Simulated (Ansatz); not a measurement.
C$_{2}$H$_{7}$AlSSi. Total charge 0; spin multiplicity 1. The bonds changed during the relaxation, so this is another structure than the one it started from.

```xyz
12

C     0.877   -1.893   -0.070
Si   -0.199   -0.422   -0.504
Al    0.607    1.750   -0.637
C    -0.326    0.837    0.902
S    -1.475    2.114    0.392
H     1.816   -1.568    0.381
H     0.366   -2.555    0.635
H     1.114   -2.472   -0.965
H    -1.534   -0.880   -1.009
H     1.568    2.990   -0.807
H    -0.356    0.637    1.968
H    -2.459    1.462   -0.284
```

(1) Give the diagnostics of a CCSD(T)/def2-TZVPP run (frozen core, Ansatz 0.2.0). (An estimate is asked.)

## Answers

(1) The calculation gave: T1 = 0.0127, largest single amplitude 0.012, largest double 0.042, (T) share of the correlation energy 4.5 %, 9 CCSD cycles. The RHF solution is stable towards an unrestricted one. T1 lies under the customary mark of 0.02 for closed shells.
